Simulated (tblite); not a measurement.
C5H10NSi (doublet state).
Bonds: C1–C2 (double), C2–C3, C3–C4, C4–N5, N5–Si6, C4–C7, C2–C7. Hydrogens: H8, H9 on C1; H10, H11 on C3; H12 on C4; H13, H14, H15 on Si6; H16, H17 on C7.

Computed geometry: GFN2-xTB, gas phase. This method treats the open shell by occupation alone, without spin polarisation.

Question: Give the optimised bond lengths and angles.

Answer: 
```csv
bond,length (Å),order
C1=C2,1.316,double
C2–C3,1.499,single
C3–C4,1.570,single
C4–N5,1.365,single
N5–Si6,1.685,single
C4–C7,1.569,single
C2–C7,1.499,single
C1–H8,1.077,single
C1–H9,1.077,single
C3–H10,1.089,single
C3–H11,1.088,single
C4–H12,1.098,single
"Si6–H13, Si6–H14, Si6–H15",1.469,single
C7–H16,1.089,single
C7–H17,1.088,single
```

Bonds in one row agree within 0.01 Å and their mean is given. Orders are formal, as drawn. A selection of angles:
```csv
angle,degrees
C2–C1–H8,121.6
C2–C1–H9,121.5
H8–C1–H9,116.8
C1–C2–C3,133.6
C1–C2–C7,133.4
C3–C2–C7,92.8
C2–C3–C4,89.1
C2–C3–H10,113.7
C2–C3–H11,116.7
C4–C3–H10,111.4
C4–C3–H11,115.0
H10–C3–H11,109.8
C3–C4–N5,118.6
C3–C4–C7,87.6
C3–C4–H12,110.4
N5–C4–C7,118.6
N5–C4–H12,109.5
C7–C4–H12,110.5
C4–N5–Si6,136.3
N5–Si6–H13,117.2
N5–Si6–H14,105.8
H13–Si6–H14,108.6
H14–Si6–H15,110.7
C4–C7–H16,111.4
C4–C7–H17,115.1
C2–C7–C4,89.1
C2–C7–H16,113.6
C2–C7–H17,116.7
H16–C7–H17,109.7
```

Dihedral angles: C1–C2–C3–C4 167° (antiperiplanar); C2–C3–C4–N5 130° (anticlinal); C3–C4–N5–Si6 -51° (synclinal); C3–C4–C7–C2 -9° (synperiplanar); C1–C2–C7–C4 -167° (antiperiplanar). The mirror-image conformer, all signs reversed, is as good.

C2 (carbon bonded to 3 C) is planar (angles 133.6°, 133.4° and 92.8°, sum 359.9°, 0.03 Å off the plane of its three neighbours). N5 (nitrogen bonded to C and Si) is bent (angle 136.3°). The 4-membered ring C2–C3–C4–C7 has internal angles of 87.6° to 92.8°; it is slightly puckered (a soft mode that the optimisation may not have finished), 0.06 Å rms from its mean plane, widest ring torsion 9°. Of the pairs four or more bonds apart, Si6···H10 is among the closest relative to their van der Waals radii: 3.10 Å, 94 % of the sum of Bondi's values. Si6 (silicon bonded to N and 3 H) is distorted tetrahedral (angles from 105.3° to 117.2°). C1 (carbon bonded to C and 2 H) is planar (angles 121.6°, 121.5° and 116.8°, sum 360.0°, 0.00 Å off the plane of its three neighbours). The C–C distances run from 1.316 Å (C1=C2, drawn double) to 1.570 Å (C3–C4, drawn single), a spread of 0.254 Å.

Point group: near Cs, missed by 0.21 Å at most; the miss may be what the optimiser left on a soft mode. Its GFN2-xTB frequencies are all real (lowest 40 cm⁻¹). 3 starts were optimised and ended at 0.00, 0.16 and 1.32 kcal/mol (GFN2-xTB); the lowest of these is shown.
